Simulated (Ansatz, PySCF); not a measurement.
Molecule: C$_{3}$H$_{4}$Cl, charge 0, multiplicity 2. It need not be the lowest isomer of its formula. 
Structure (B3LYP-D3(BJ)/def2-TZVP (Ansatz, a quantum-chemistry and plane-wave program) minimum search):
```
C
C 1 1.3733
H 2 1.0800 1 121.02
C 1 1.3821 2 123.85 3 180.00
H 4 1.0801 1 123.47 2 0.00
H 2 1.0824 3 117.56 1 180.00
H 1 1.0849 2 118.94 3 0.00
Cl 4 1.7189 5 114.33 1 -180.00
```
Charge 0, spin multiplicity 2.

Total electronic energies in hartree. Cores are frozen in the correlated levels unless marked. UHF or UKS for open shells. No spin-orbit coupling. No relativistic terms. CBS(X,Y): correlation extrapolated as X^-3; Hartree-Fock from the larger set. The bracket is a focal-point correction in the basis named.

The UHF reference is spin-contaminated (<S^2> 0.21 over the pure value in the largest basis). 

```csv
level,program,energy (Eh)
HF/STO-3G,Ansatz,-569.05554
HF/6-31G,Ansatz,-575.30327
HF/cc-pVTZ,Ansatz,-575.44894
HF/cc-pwCVTZ,Ansatz,-575.45130
PBE/def2-TZVPD,Ansatz,-576.57415
BLYP-D4/def2-TZVPD,Ansatz + dftd4,-576.87652
PBE0-D4/def2-TZVP,Ansatz + dftd4,-576.62716
TPSSh/def2-TZVPD,PySCF,-576.94750
CAM-B3LYP/def2-TZVPD,Ansatz,-576.86431
LC-wPBE-D3(BJ)/def2-TZVPD,Ansatz + dftd3,-576.71460
LC-wPBE/def2-TZVPD,Ansatz,-576.70932
B2PLYP-D3(BJ)/def2-TZVPD,Ansatz + dftd3,-576.67967
B2PLYP/def2-TZVPD,Ansatz,-576.67511
MP2/aug-cc-pV(D+d)Z,Ansatz,-575.93810
MP2/aug-cc-pV(T+d)Z,Ansatz,-576.10026
MP2/cc-pV(T+d)Z,Ansatz,-576.08720
MP2/cc-pwCVTZ,Ansatz,-576.09845
CCSD/STO-3G,Ansatz,-569.24945
CCSD/aug-cc-pV(D+d)Z,Ansatz,-575.99412
CCSD/cc-pV(D+d)Z,Ansatz,-575.96226
CCSD(T)/STO-3G,Ansatz,-569.25177
"RI-MP2/CBS(cc-pV(T+d)Z,cc-pV(Q+d)Z)+[CCSD(T)-MP2]/cc-pV(D+d)Z",Ansatz,-576.2572
"RI-MP2/CBS(aug-cc-pV(T+d)Z,aug-cc-pV(Q+d)Z)+[CCSD(T)-MP2]/aug-cc-pV(T+d)Z",Ansatz,-576.2684
```

Totals of different functionals don't rank their quality; only differences between species are comparable.
